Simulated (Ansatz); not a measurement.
Reaction (silylene formation by 1,1-elimination): `O[SiH](S)[SiH2][SiH3]` → `O[Si]S` + `[SiH3][SiH3]`

Computed with Ansatz on PBE0-D4/def2-TZVP structures; ΔE is electronic, products minus reactants. CBS: MP2 limit from def2 TZ/QZ plus the TZ coupled-cluster correction, frozen cores. This one scheme is used for every species. Functionals use def2-TZVPP. HSE06 is defined as in plane-wave codes. One conformer a species, not always the lowest.

`O[SiH](S)[SiH2][SiH3]`:

```xyz
13

O     2.525    0.017   -1.337
Si    1.260    0.507   -0.404
S     1.743    0.595    1.688
Si   -0.463   -1.045   -0.658
Si   -2.294   -0.321    0.604
H     3.373    0.446   -1.199
H     0.833    1.887   -0.765
H     1.943    1.922    1.697
H    -0.002   -2.374   -0.170
H    -0.835   -1.168   -2.095
H    -3.491   -1.161    0.330
H    -1.972   -0.395    2.052
H    -2.618    1.089    0.256
```

`O[Si]S`:

Cartesian coordinates in Å:
```
O -1.314 0.491 0.009
Si -0.834 -1.083 0.073
S 1.339 -0.983 0.014
H -0.697 1.225 -0.041
H 1.506 0.350 -0.055
```

`[SiH3][SiH3]`:

Cartesian coordinates in Å:
```
Si -0.581 0.706 -0.728
Si 0.581 -0.706 0.728
H -1.915 0.131 -1.049
H -0.778 2.042 -0.103
H 0.179 0.881 -1.994
H 0.775 -2.043 0.104
H -0.178 -0.878 1.996
H 1.916 -0.133 1.047
```

| level | ΔE (kcal/mol) | difference from CCSD(T)/CBS |
| --- | --- | --- |
| LDA (SPW92) | 38.2 | 3.9 |
| r2SCAN0-D4 | 38.5 | 4.2 |
| HSE06-D4 | 37.4 | 3.1 |
| ωB97M-V | 31.0 | -3.3 |
| BLYP | 22.3 | -12.0 |
| PBE0 | 34.6 | 0.3 |
| r2SCAN0 | 37.4 | 3.1 |
| BHLYP | 30.8 | -3.5 |
| LC-ωPBE | 37.8 | 3.5 |
| HF/def2-QZVPP | 29.2 | -5.1 |
| CCSD(T)/CBS | 34.3 | 0 |

Largest T1 diagnostic among the species: 0.015.

At CCSD(T), def2-SVP lies −4.3 kcal/mol from the extrapolated value and def2-TZVPP −1.6 kcal/mol. From PBE to PBE0 (25 % exact exchange), in def2-TZVPP and without D4, ΔE moves by +3.6 kcal/mol.
